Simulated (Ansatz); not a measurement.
`[CH3][Sb]([OH])[GaH2]` + silanol → `[SiH3][O][GaH2]` + `[CH3][SbH][OH]` at 400 K and 1 bar (cleavage of the Ga–Sb bond).

Isolated molecules relaxed with PBE0-D4/def2-TZVP in Ansatz; ΔE leaves out vibrations. CBS: MP2 limit from def2 TZ/QZ plus the TZ coupled-cluster correction, frozen cores. Elements past krypton have def2 core potentials. For Ga, Sb outer-core shells are correlated without core-valence functions, which leaves a few kJ/mol of doubt a bond. Scalar relativity is left out up to krypton. One conformer a species, not always the lowest.

```json
{"species": "`[CH3][Sb]([OH])[GaH2]`", "CCSD(T)/CBS energy (Eh)": "-2280.79831", "H − E (kJ/mol)": "202.6", "S (J/(mol·K))": "432.9"}
{"species": "`O[SiH3]`", "CCSD(T)/CBS energy (Eh)": "-366.69042", "H − E (kJ/mol)": "120.0", "S (J/(mol·K))": "276.4"}
{"species": "`[SiH3][O][GaH2]`", "CCSD(T)/CBS energy (Eh)": "-2291.24790", "H − E (kJ/mol)": "140.3", "S (J/(mol·K))": "359.9"}
{"species": "`[CH3][SbH][OH]`", "CCSD(T)/CBS energy (Eh)": "-356.25469", "H − E (kJ/mol)": "174.4", "S (J/(mol·K))": "344.9"}
```

H − E and S are ideal-gas, rigid-rotor, harmonic terms from PBE0-D4/def2-TZVP, for one conformer and one mirror image of each species. 1 Eh = 2625.50 kJ/mol, R = 8.31446 J/(mol·K).

Q: By hand: ΔE, ΔH, ΔS and ΔG.

A: ΔE = (-2291.24790) + (-356.25469) − (-2280.79831) − (-366.69042) = -0.01386 Eh = -36.4 kJ/mol. Δ(H − E) = 140.3 + 174.4 − 202.6 − 120.0 = -7.9, so ΔH = -44.3 kJ/mol. ΔS = 359.9 + 344.9 − 432.9 − 276.4 = -4.5 J/(mol·K). ΔG = -44.3 − 400 × (-4.5)/1000 = -42.5 kJ/mol.

Q: By hand: the equilibrium constant, and the temperature at which ΔG would vanish if ΔH and ΔS stayed fixed.

A: log₁₀ K = −ΔG/(RT ln 10) = 5.5. ΔG = 0 at ΔH/ΔS = 9844 K, far beyond where these terms or the molecules hold.

The number of gas molecules stays the same, so ΔS is small and ΔH decides. A doubt of 5 kJ/mol in ΔE shifts log₁₀ K by 0.7 here. Other conformers and mirror images would add mixing entropy, several J/(mol·K) or more a flexible species. These are equilibria of isolated gas molecules and say nothing of rates. Largest T1 diagnostic: 0.014 (customary marks: 0.02 for closed shells, 0.045 for open ones).
